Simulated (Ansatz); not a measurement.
Ga₈P₈H₂₂, a nanocrystal cut from wurtzite GaP (hydrogen-capped), relaxed as a singlet with RKS PBE-D4/def2-SVP in Ansatz, starting from the GFN2-xTB geometry. Force threshold 0.03 eV/Å.

Single mean-field runs in def2-SVP are fitted with def2-universal-jkfit.

Start:

```xyz
38

Ga   -0.042   -2.104   -4.157
P    -0.637   -3.572   -2.278
P     0.561   -0.191   -2.807
Ga   -1.272    0.790   -1.559
Ga   -0.460   -2.906    0.072
P    -1.731   -0.848    0.221
P    -0.584    2.784   -0.364
Ga   -2.364    3.935    0.797
Ga   -1.590    0.025    2.476
P    -2.831    2.133    2.402
Ga    2.491   -0.736   -1.463
P     1.798   -2.146    0.383
P     2.988    1.354   -0.247
Ga    1.267    2.445    1.148
Ga    2.147   -1.352    2.658
P     0.729    0.626    2.659
H    -1.345   -1.832   -4.955
H     1.242   -2.678   -4.819
H    -1.933   -4.037   -2.431
H    -0.027   -4.811   -2.382
H     1.038    0.811   -3.643
H    -2.580    0.982   -2.404
H    -0.974   -4.027    1.033
H    -3.060   -1.222    0.054
H    -0.047    3.640   -1.318
H    -3.617    4.076   -0.108
H    -1.758    5.128    1.587
H    -2.161   -0.948    3.559
H    -4.166    1.769    2.331
H    -2.885    2.606    3.702
H     3.719   -1.298   -2.259
H     2.561   -3.297    0.231
H     3.764    2.246   -0.971
H     3.971    0.985    0.661
H     1.781    3.733    1.873
H     1.550   -2.395    3.643
H     3.628   -0.864    2.754
H     0.832    1.195    3.922
```

```json
{"step": "1", "energy (eV)": "-493529.4925", "largest force component (eV/Å)": "1.294", "SCF passes": "17"}
{"step": "2", "energy (eV)": "-493529.8603", "largest force component (eV/Å)": "0.361", "SCF passes": "19"}
{"step": "3", "energy (eV)": "-493529.8948", "largest force component (eV/Å)": "0.248", "SCF passes": "19"}
{"step": "4", "energy (eV)": "-493529.9354", "largest force component (eV/Å)": "0.165", "SCF passes": "19"}
{"step": "5", "energy (eV)": "-493529.9484", "largest force component (eV/Å)": "0.034", "SCF passes": "19"}
{"step": "6", "energy (eV)": "-493529.9521", "largest force component (eV/Å)": "0.024", "SCF passes": "20"}
{"step": "7", "energy (eV)": "-493529.9538", "largest force component (eV/Å)": "0.061", "SCF passes": "20"}
{"step": "8", "energy (eV)": "-493529.9543", "largest force component (eV/Å)": "0.030", "SCF passes": "21"}
```

Force components are those of the run's own axes.

End:

Cartesian coordinates in Å:
```
Ga -0.033 -2.046 -4.075
P -0.679 -3.523 -2.220
P 0.617 -0.180 -2.689
Ga -1.232 0.793 -1.544
Ga -0.547 -2.874 0.096
P -1.748 -0.815 0.173
P -0.492 2.701 -0.325
Ga -2.306 3.858 0.770
Ga -1.640 -0.036 2.425
P -2.827 2.058 2.360
Ga 2.504 -0.748 -1.368
P 1.691 -2.138 0.389
P 2.976 1.319 -0.211
Ga 1.306 2.364 1.185
Ga 2.176 -1.313 2.620
P 0.647 0.574 2.614
H -1.369 -1.707 -4.842
H 1.250 -2.701 -4.718
H -2.004 -4.018 -2.430
H 0.016 -4.769 -2.325
H 1.077 0.835 -3.590
H -2.474 1.076 -2.472
H -1.057 -3.983 1.090
H -3.119 -1.176 -0.030
H 0.010 3.608 -1.314
H -3.547 3.951 -0.199
H -1.731 5.044 1.638
H -2.191 -1.039 3.506
H -4.219 1.736 2.292
H -2.809 2.569 3.696
H 3.761 -1.286 -2.148
H 2.470 -3.332 0.255
H 3.382 2.278 -1.190
H 4.214 1.216 0.495
H 1.861 3.651 1.903
H 1.671 -2.372 3.675
H 3.644 -0.716 2.582
H 0.749 1.140 3.925
```

By distances, no bond broke or formed. The bond that changes most is P13–Ga14, from 2.47 to 2.42 Å (atoms count from 1).

The force fell under the threshold at step 6, but the optimiser went on and released 0.002 eV more. No frequencies were taken in this run, so the end may be a saddle point.

Hardware: 2 threads of AMD EPYC 7R13 on a shared host and a share (18 GiB) of an NVIDIA H100 80GB HBM3. Wall time 61 s, peak host memory 1.1 GiB.
